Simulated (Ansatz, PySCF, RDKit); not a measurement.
CH4 (SMILES C) and H2S (SMILES S) are pulled apart as rigid monomers along the line of their centres of mass, from the B3LYP-D3(BJ)/def2-TZVP minimum. Starting geometry (charge 0, multiplicity 1):
```xyz
8

C     -0.008    -0.057     0.169
H     -0.853     0.218     0.798
H     -0.216     0.225    -0.862
H      0.888     0.459     0.512
H      0.150    -1.133     0.222
S      0.435    -0.086     4.105
H      0.372     1.022     3.350
H      0.454    -0.885     3.026
```

Interaction energies with rigid monomers; basis-set methods are counterpoise corrected unless marked otherwise.

Rows in 3-21G, 6-31G* carry no dispersion term and start afresh at each structure (6-31G* with six Cartesian d functions).

Programs: Ansatz (an electronic-structure program) with Gaussian orbitals; PySCF for 3-21G rows, 6-31G* rows, the dispersion terms; RDKit for the force fields. Values without a source in brackets are computed.

| C1···H8 (Å) | MMFF94 (kcal/mol) | HF/6-31G* (kcal/mol) | r2SCAN-D3(BJ)/def2-TZVPPD (kcal/mol) | B3LYP/3-21G (no counterpoise) (kcal/mol) | wB97M-V/def2-TZVPPD (kcal/mol) |
|---|---|---|---|---|---|
| 2.72 | 0.13 | 1.58 | -0.48 | 0.34 | -0.31 |
| 3.01 | -0.38 | 0.49 | -0.81 | -0.14 | -0.62 |
| 3.45 | [?] | 0.03 | -0.64 | -0.18 | -0.51 |
| 4.18 | -0.15 | -0.04 | -0.28 | -0.05 | -0.24 |
| 5.37 | -0.04 | -0.02 | -0.07 | [?] | -0.06 |

Q: Some entries are withheld; supply them.

A: 
- 3.45, MMFF94 (kcal/mol): -0.36
- 5.37, B3LYP/3-21G (no counterpoise) (kcal/mol): -0.02
